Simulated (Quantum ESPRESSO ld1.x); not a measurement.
Results of a calculation; reference values are marked as such.
Problem. These are the eigenvalues of the occupied orbitals of an atom or ion with whole-number occupations (Ry). Code: ld1.x of Quantum ESPRESSO 7.5. Model: scalar-relativistic Kohn-Sham, BLYP, spin-unpolarised, spherical densities, point nucleus.

1s: -979.926
2s: -128.228
2p: -113.215
3s: -18.2950
3p: -13.5568
3d: -5.71682
4s: -2.22540
4p: -1.27282

Which element is it, and in what charge state? The configuration may be excited.

Solution. Z = 35, bromine, charge +1: Br+ in [Ar] 3d10 4s2 4p4. The list shows which subshells hold electrons but not how many an open one holds; the 1s level, -489.96 hartree, gives Z - s = 31.3 by -(Z - s)^2/2, which with screening and relativity narrows Z to a few neighbours, and the depths of the outer levels then fix element, charge and occupations together.
